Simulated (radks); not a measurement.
Task: The table gives one normalised radial function P(r) = r R(r) of Mg2+ in [Ne] (r in bohr). All-electron calculation, non-relativistic Kohn-Sham, Slater X-alpha with alpha = 0.82, spin-polarised, spherical densities, point nucleus. Program: a radial shooting solver on a logarithmic mesh with Libxc functionals.

r,P
0.01153,0.0068
0.01408,0.0100
0.01733,0.0148
0.02117,0.0216
0.02607,0.0318
0.03184,0.0459
0.03889,0.0657
0.04788,0.0946
0.05848,0.1328
0.072,0.1865
0.08794,0.2547
0.1074,0.3416
0.1322,0.4533
0.1615,0.5801
0.1989,0.7269
0.2429,0.8723
0.2967,1.0065
0.3653,1.1135
0.4461,1.1642
0.5493,1.1462
0.6709,1.0566
0.8195,0.9050
1.009,0.7050
1.232,0.5016
1.517,0.3108
1.853,0.1697
2.263,0.0780

Which n and l does it have? It may be an empty orbital.

Result: n = 2, l = 1: the number of nodes gives n - l - 1 = 0, the rise at small r (about r^(l+1)) gives l, and the extent must fit the shell. The curve is that of 2p. 2p: eigenvalue -70.229 eV, 0 radial nodes, <r> = 0.671 bohr, 90 % of the charge inside 1.14 bohr.
